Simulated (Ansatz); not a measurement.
The cluster ZrO₂⁻. The state is a quartet with charge -1. Geometry PBE-D4/def2-TZVPD.

```csv
atom,x (Å),y (Å),z (Å)
Zr1,0.087,-0.446,0.516
O2,0.845,1.271,0.499
O3,-0.932,-0.825,-1.015
```

In the def2 sets Zr takes a core potential; there is no spin–orbit coupling. At r2SCAN-D4/def2-TZVPD, r2SCANh-D4/def2-TZVPD, PBE0-D4/def2-TZVPD the highest occupied level of the charge -1 quartet lies above zero (up to 1.36 eV). It is a level of α spin, whose loss leaves a triplet; that state wasn't run at this geometry and level. The electron is either unbound and held by the finite basis, or the level is raised by self-interaction error. At PBE0-D4/def2-TZVPD a doublet of charge -1 lies 2.76 eV below the quartet, each at its own geometry. The structure comes from a short search, and lower isomers may exist.

(1) Estimate the α-spin orbital energies around the gap (eV) in Ansatz with HF/def2-TZVPD, r2SCAN-D4/def2-TZVPD, r2SCANh-D4/def2-TZVPD, PBE0-D4/def2-TZVPD, ωB97X-V/def2-TZVPD.

Answers

(1) 
```json
{"orbital": "HOMO−13", "HF/def2-TZVPD": "-64.95", "r2SCAN-D4/def2-TZVPD": "-51.33", "r2SCANh-D4/def2-TZVPD": "-52.63", "PBE0-D4/def2-TZVPD": "-53.46", "ωB97X-V/def2-TZVPD": "-56.29"}
{"orbital": "HOMO−12", "HF/def2-TZVPD": "-38.48", "r2SCAN-D4/def2-TZVPD": "-28.71", "r2SCANh-D4/def2-TZVPD": "-29.64", "PBE0-D4/def2-TZVPD": "-30.40", "ωB97X-V/def2-TZVPD": "-33.28"}
{"orbital": "HOMO−11", "HF/def2-TZVPD": "-37.65", "r2SCAN-D4/def2-TZVPD": "-28.36", "r2SCANh-D4/def2-TZVPD": "-29.27", "PBE0-D4/def2-TZVPD": "-29.99", "ωB97X-V/def2-TZVPD": "-32.83"}
{"orbital": "HOMO−10", "HF/def2-TZVPD": "-37.30", "r2SCAN-D4/def2-TZVPD": "-28.17", "r2SCANh-D4/def2-TZVPD": "-29.07", "PBE0-D4/def2-TZVPD": "-29.77", "ωB97X-V/def2-TZVPD": "-32.61"}
{"orbital": "HOMO−9", "HF/def2-TZVPD": "-30.73", "r2SCAN-D4/def2-TZVPD": "-18.68", "r2SCANh-D4/def2-TZVPD": "-19.71", "PBE0-D4/def2-TZVPD": "-20.40", "ωB97X-V/def2-TZVPD": "-23.08"}
{"orbital": "HOMO−8", "HF/def2-TZVPD": "-25.39", "r2SCAN-D4/def2-TZVPD": "-18.24", "r2SCANh-D4/def2-TZVPD": "-19.24", "PBE0-D4/def2-TZVPD": "-19.91", "ωB97X-V/def2-TZVPD": "-22.56"}
{"orbital": "HOMO−7", "HF/def2-TZVPD": "-13.46", "r2SCAN-D4/def2-TZVPD": "-4.85", "r2SCANh-D4/def2-TZVPD": "-5.53", "PBE0-D4/def2-TZVPD": "-6.24", "ωB97X-V/def2-TZVPD": "-8.75"}
{"orbital": "HOMO−6", "HF/def2-TZVPD": "-11.28", "r2SCAN-D4/def2-TZVPD": "-3.70", "r2SCANh-D4/def2-TZVPD": "-4.31", "PBE0-D4/def2-TZVPD": "-5.01", "ωB97X-V/def2-TZVPD": "-7.53"}
{"orbital": "HOMO−5", "HF/def2-TZVPD": "-10.78", "r2SCAN-D4/def2-TZVPD": "-3.61", "r2SCANh-D4/def2-TZVPD": "-4.26", "PBE0-D4/def2-TZVPD": "-4.94", "ωB97X-V/def2-TZVPD": "-7.33"}
{"orbital": "HOMO−4", "HF/def2-TZVPD": "-6.94", "r2SCAN-D4/def2-TZVPD": "-3.39", "r2SCANh-D4/def2-TZVPD": "-3.97", "PBE0-D4/def2-TZVPD": "-4.68", "ωB97X-V/def2-TZVPD": "-7.23"}
{"orbital": "HOMO−3", "HF/def2-TZVPD": "-6.22", "r2SCAN-D4/def2-TZVPD": "-3.11", "r2SCANh-D4/def2-TZVPD": "-3.68", "PBE0-D4/def2-TZVPD": "-4.38", "ωB97X-V/def2-TZVPD": "-6.91"}
{"orbital": "HOMO−2", "HF/def2-TZVPD": "-5.94", "r2SCAN-D4/def2-TZVPD": "-3.07", "r2SCANh-D4/def2-TZVPD": "-3.66", "PBE0-D4/def2-TZVPD": "-4.37", "ωB97X-V/def2-TZVPD": "-6.87"}
{"orbital": "HOMO−1", "HF/def2-TZVPD": "-2.43", "r2SCAN-D4/def2-TZVPD": "0.28", "r2SCANh-D4/def2-TZVPD": "0.01", "PBE0-D4/def2-TZVPD": "-0.32", "ωB97X-V/def2-TZVPD": "-2.09"}
{"orbital": "HOMO", "HF/def2-TZVPD": "-1.82", "r2SCAN-D4/def2-TZVPD": "1.36", "r2SCANh-D4/def2-TZVPD": "1.04", "PBE0-D4/def2-TZVPD": "0.67", "ωB97X-V/def2-TZVPD": "-1.28"}
{"orbital": "LUMO", "HF/def2-TZVPD": "4.57", "r2SCAN-D4/def2-TZVPD": "2.27", "r2SCANh-D4/def2-TZVPD": "2.56", "PBE0-D4/def2-TZVPD": "2.86", "ωB97X-V/def2-TZVPD": "4.56"}
{"orbital": "LUMO+1", "HF/def2-TZVPD": "4.85", "r2SCAN-D4/def2-TZVPD": "3.19", "r2SCANh-D4/def2-TZVPD": "3.35", "PBE0-D4/def2-TZVPD": "3.48", "ωB97X-V/def2-TZVPD": "4.71"}
{"orbital": "LUMO+2", "HF/def2-TZVPD": "5.21", "r2SCAN-D4/def2-TZVPD": "3.25", "r2SCANh-D4/def2-TZVPD": "3.44", "PBE0-D4/def2-TZVPD": "3.64", "ωB97X-V/def2-TZVPD": "5.09"}
{"orbital": "LUMO+3", "HF/def2-TZVPD": "5.50", "r2SCAN-D4/def2-TZVPD": "3.78", "r2SCANh-D4/def2-TZVPD": "4.07", "PBE0-D4/def2-TZVPD": "3.99", "ωB97X-V/def2-TZVPD": "5.23"}
{"orbital": "LUMO+4", "HF/def2-TZVPD": "6.41", "r2SCAN-D4/def2-TZVPD": "3.94", "r2SCANh-D4/def2-TZVPD": "4.18", "PBE0-D4/def2-TZVPD": "4.58", "ωB97X-V/def2-TZVPD": "6.23"}
{"orbital": "LUMO+5", "HF/def2-TZVPD": "7.08", "r2SCAN-D4/def2-TZVPD": "4.23", "r2SCANh-D4/def2-TZVPD": "4.49", "PBE0-D4/def2-TZVPD": "4.69", "ωB97X-V/def2-TZVPD": "6.58"}
{"orbital": "β HOMO", "HF/def2-TZVPD": "-6.12", "r2SCAN-D4/def2-TZVPD": "-2.56", "r2SCANh-D4/def2-TZVPD": "-2.83", "PBE0-D4/def2-TZVPD": "-3.25", "ωB97X-V/def2-TZVPD": "-5.19"}
{"orbital": "β LUMO", "HF/def2-TZVPD": "4.50", "r2SCAN-D4/def2-TZVPD": "-1.14", "r2SCANh-D4/def2-TZVPD": "-0.66", "PBE0-D4/def2-TZVPD": "-0.26", "ωB97X-V/def2-TZVPD": "1.60"}
```
